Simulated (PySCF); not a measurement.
SMILES CC(C)[N][SiH3], doublet, GFN2-xTB optimised geometry.

```
15

C     -1.41     0.24    -1.80
C     -0.57     0.90    -0.71
C     -1.47     1.68     0.28
N      0.28     0.06     0.00
Si     0.69    -1.57     0.00
H     -2.01     0.98    -2.32
H     -2.07    -0.51    -1.36
H     -0.77    -0.26    -2.52
H      0.08     1.66    -1.19
H     -0.85     2.13     1.05
H     -2.02     2.45    -0.24
H     -2.16     0.99     0.75
H      2.16    -1.57     0.00
H      0.19    -2.08     1.29
H      0.21    -2.45    -1.07
```

Density from unrestricted PBE0/def2-TZVP in PySCF 2.14.0 at that geometry.

Minimum of the electron density along straight lines between bonded atoms, close to the bond critical point (lines longer than 1.1 times the sum of covalent radii, or with two minima, are not listed):

| bond | length / Å | ρ at the minimum / e bohr⁻³ | ∇²ρ there / e bohr⁻⁵ | position (fraction from the first atom) |
|---|---|---|---|---|
| C1–C2 | 1.532 | 0.248 | … | 0.50 |
| C2–C3 | 1.543 | 0.237 | -0.57 | 0.51 |
| C2–N4 | 1.388 | … | -0.93 | 0.37 |
| N4–Si5 | 1.679 | … | 0.70 | 0.59 |
| C1–H6 | 1.087 | 0.279 | -0.95 | 0.64 |
| C1–H7 | 1.087 | 0.279 | -0.95 | 0.64 |
| C1–H8 | 1.087 | 0.280 | -0.96 | 0.64 |
| C2–H9 | 1.107 | 0.270 | -0.91 | 0.64 |
| C3–H10 | 1.086 | 0.282 | -0.98 | 0.64 |
| C3–H11 | 1.087 | 0.280 | -0.96 | 0.64 |
| C3–H12 | 1.087 | 0.280 | -0.96 | 0.64 |
| Si5–H13 | 1.467 | 0.124 | 0.18 | 0.49 |
| Si5–H14 | 1.472 | 0.122 | 0.17 | 0.49 |
| Si5–H15 | 1.471 | 0.123 | 0.18 | 0.49 |

Question: Some entries are withheld; supply them.

Answer: 
- C1–C2, ∇²ρ there / e bohr⁻⁵: -0.62
- C2–N4, ρ at the minimum / e bohr⁻³: 0.305
- N4–Si5, ρ at the minimum / e bohr⁻³: 0.141
